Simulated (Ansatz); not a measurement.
Reaction (isomerisation): `[SiH3]C[SiH]1CO1` → `O/C=C/[SiH2][SiH3]`

Computed with Ansatz on PBE0-D4/def2-TZVP structures; ΔE is electronic, products minus reactants. CCSD(T)/CBS adds triple-zeta CCSD(T) − MP2 to the extrapolated MP2 energy (def2 sets, frozen cores). DFT in def2-TZVPP. B3LYP here is the variant with VWN-RPA as its local correlation; programs differ in this. Each species was taken in one conformer, which may not be the lowest.

CCSD(T)/CBS gives +62.0 kJ/mol.

Question: Another level gave +52.9 kJ/mol. Which?
A. r2SCAN-D4/def2-TZVPP
B. PBE0/def2-TZVPP
C. B3LYP/def2-TZVPP
D. HF/def2-TZVPP

Answer: B. PBE0 52.9, B3LYP 47.3, r2SCAN-D4 60.9, HF/def2-TZVPP 40.6 kJ/mol.

Largest T1 diagnostic among the species: 0.013.

In def2-TZVPP, CCSD(T) changes the Hartree–Fock value by +18.8 kJ/mol (the triples alone add +0.0 kJ/mol) and MP2 by +34.8 kJ/mol. From PBE to PBE0 (25 % exact exchange), in def2-TZVPP and without D4, ΔE moves by +5.7 kJ/mol.
